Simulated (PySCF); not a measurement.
In(GeH3)3, H₉Ge₃In, SMILES [GeH3][In]([GeH3])[GeH3] (PBE0/def2-SVP optimised geometry):

```
13

In     0.242    -0.882     2.076
Ge     1.273     0.360     0.000
H      0.806    -0.252    -1.338
H      0.820     1.838     0.000
H      2.817     0.360     0.000
Ge     1.702    -1.265     4.228
H      2.664    -2.454     4.003
H      2.578    -0.037     4.558
H      0.864    -1.591     5.483
Ge    -2.257    -1.699     2.016
H     -3.155    -0.684     2.759
H     -2.817    -1.838     0.584
H     -2.439    -3.060     2.723
```

Computed with PBE0/def2-TZVP, def2 effective core potentials past Kr in PySCF.

Problem. What are the frontier orbital energies and the dipole moment?

Solution. HOMO-2 -9.45 eV, HOMO-1 -7.04 eV, HOMO -7.04 eV, LUMO -2.46 eV, LUMO+1 -0.77 eV; dipole moment 0.06 D.

On the same geometry PBE/def2-TZVP, def2 effective core potentials past Kr run with PySCF gives HOMO-2 -8.17 eV, HOMO-1 -6.10 eV, HOMO -6.10 eV, LUMO -3.13 eV, LUMO+1 -1.61 eV; dipole moment 0.05 D.
